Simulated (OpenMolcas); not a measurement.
**Levels of Os+ by method**

| Quantity | Value |
| --- | --- |
| Program | OpenMolcas |
| Basis | ANO-RCC-VQZP [9s8p6d4f3g2h] |
| Scalar Hamiltonian | DKH2, point nucleus |
| Active space | 7 electrons in 6 orbitals (5d 6s) |
| State averaging | 2S+1 = 6 even, 6 roots; 2S+1 = 4 even, 67 roots kept (CI in the orbitals of an earlier block); 2S+1 = 2 even, 93 roots kept (CI in the orbitals of an earlier block) |
| Spin-orbit coupling | state interaction with AMFI integrals over the reference wave functions, term energies averaged over their components |

Methods on the same reference wave functions:
A. CASSCF
B. SS-CASPT2, IPEA 0.25 Eh, imaginary shift 0.1 Eh (closed shells correlated: 5s 5p)
C. MS-CASPT2, IPEA 0.25 Eh, imaginary shift 0.1 Eh (closed shells correlated: 5s 5p)

Energies in eV above 5d⁶ 6s ⁶D_9/2, the measured ground level; measured values from NIST Handbook of Basic Atomic Spectroscopic Data.

| Level | A | B | C | Measured |
| --- | --- | --- | --- | --- |
| 5d⁶ 6s ⁶D_9/2 | 0.0000 | 0.0000 | 0.0000 | 0.0000 |
| 5d⁶ 6s ⁶D_7/2 | 0.4427 | 0.466 | 0.443 | 0.4455 |
| 5d⁶ 6s ⁶D_5/2 [59 %] | 0.5986 | 0.503 | 0.516 | 0.4871 |
| 5d⁶ 6s ⁶D_3/2 [74 %] | 0.7825 | 0.735 | 0.727 | 0.6933 |
| 5d⁶ 6s ⁶D_1/2 | 0.9018 | 0.883 | 0.879 | 0.8228 |
| 5d⁷ ⁴F_9/2 [71 %] | 1.8462 | 1.219 | 0.912 |  |
| 5d⁷ ⁴F_5/2 [59 %] | 2.4911 | 1.887 | 1.804 |  |
| 5d⁶ 6s ⁴H_13/2 | 2.7334 | 2.446 | 2.396 |  |
| 5d⁶ 6s ⁴P_1/2(1) [63 %] | 2.7854 | 2.276 | 1.996 |  |
| 5d⁶ 6s ⁴D_1/2(1) [54 %] | 3.0622 | 2.396 | 2.307 |  |
| 5d⁶ 6s ⁴D_1/2(2) [63 %] | 3.8083 | 3.193 | 3.177 |  |

Deviations, from unrounded energies. A percentage is the sum of absolute deviations over the sum of measured energies, with the sign that they share, or ± where signs differ.

```tsv
Against measurement	Levels	A	B	C
mean absolute deviation (cm-1)	4	570	280	240
fine structure of the ground term (%)	4	±11.5	+5.6	±5.0
```

C lies closest to measurement on these levels and A furthest from it. The largest miss of C in the table is 5d⁶ 6s ⁶D_1/2, by +450 cm-1. The ranking rests on the paired levels alone, and a cruder setting can come out closer through cancelling errors.

Between B and C the level of the table that moves most is 5d⁷ ⁴F_9/2 [71 %], by 2500 cm-1 (lowest in C, highest in B). Moves below CASPT2's spread within the term are not significant.

The mean deviations of B to C differ by less than CASPT2's widest spread within a term (570 cm-1), so their order carries little weight.

From A to B the spin-free energies of the other terms of 5d⁶ 6s shown, above ⁶D, scale by factors of 0.66 to 0.86.

The lowest spin-free term lies below A's lowest term by 0.443 hartree in B, 0.443 hartree in C.

CASPT2 breaks the degeneracy within a term, and the mean is taken; among the terms shown or strongly mixed into the levels shown the widest spread is 570 cm-1 (5d⁷ ⁴F, C). Terms from blocks run as CI alone lack orbitals of their own. Configurations are named by rounded mean occupations; where the s occupation lies near a half they are strongly mixed, a name can repeat and a true partner stay unpaired. A single d shell beside an s shell can misplace configurations of different d count against each other. Without dynamic correlation excited terms often stand tens of per cent too high (terms of higher spin than the ground term too low), and those without a measured partner can miss by more than the paired ones (holds for A). Blocks of more than 70 roots (2S+1 = 2 even) ran without multistate coupling (holds for C). The CASPT2 spread within a term exceeds the gap to the next term for 5d⁷ ⁴F and 5d⁶ 6s ⁴P(1), 5d⁶ 6s ²D(1) and 5d⁶ 6s ⁴H, so the order of their levels is uncertain, and so are names and mixing where such terms share a J (holds for C). Measured partners are found by configuration, term and J. A level has none where our copy of the source lacks it or the pairing is in doubt (some pairs that miss far off the trend of their configuration count as doubtful), and it then counts in no deviation. Only configurations of the active space appear. The table leaves out levels that lie high or whose names do not pair safely across all columns.

A share in square brackets marks a mixed level and gives the weight of the term that names it, the lowest over the columns. A number in round brackets counts repeated terms of one configuration in the order of the reference energies.
